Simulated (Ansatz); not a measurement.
## Ligand exchange: InH3 + Al(CH3)I2 → InH2I + AlH(CH3)I

Gas-phase species: InH3 `[InH3]`, singlet; Al(CH3)I2, singlet; InH2I `[InH2][I]`, singlet; AlH(CH3)I, singlet. The partners trade H for I: In–H and Al–I bonds give way to In–I and Al–H.

Shapes, held fixed at every level: PBE0-D4/def2-TZVP. Programs: Ansatz 0.2.0. Electronic energies: no zero-point or thermal term.

(1) Estimate ΔE of this reaction.

Results:

(1) The highest level, CCSD(T)/def2-TZVPP, gives ΔE = +1.5 kJ/mol; the levels span -15.8 to +2.7. That is about zero within the method's error. They disagree on the sign: 2 of 8 are positive. The column of differences is taken from that level and isn't an error. No measured value is set beside it here. For atoms past krypton def2 sets carry core potentials with scalar relativity. Outer-core shells of I, In are correlated, in sets that cover them unevenly.

```tsv
level	kind	ΔE (kJ/mol)	less CCSD(T)/def2-TZVPP
HF/def2-SVP	Hartree–Fock	-15.8	-17.3
HF/def2-TZVPP	Hartree–Fock	-13.9	-15.4
B3LYP-D4/def2-TZVPP	global hybrid	-2.8	-4.3
r2SCAN0-D4/def2-TZVPP	global hybrid	-0.8	-2.3
MP2/def2-SVP	perturbation theory	-5.9	-7.4
MP2/def2-TZVPP	perturbation theory	+2.7	+1.2
CCSD(T)/def2-SVP	coupled cluster or CI	-7.1	-8.6
CCSD(T)/def2-TZVPP	coupled cluster or CI	+1.5	0.0
```
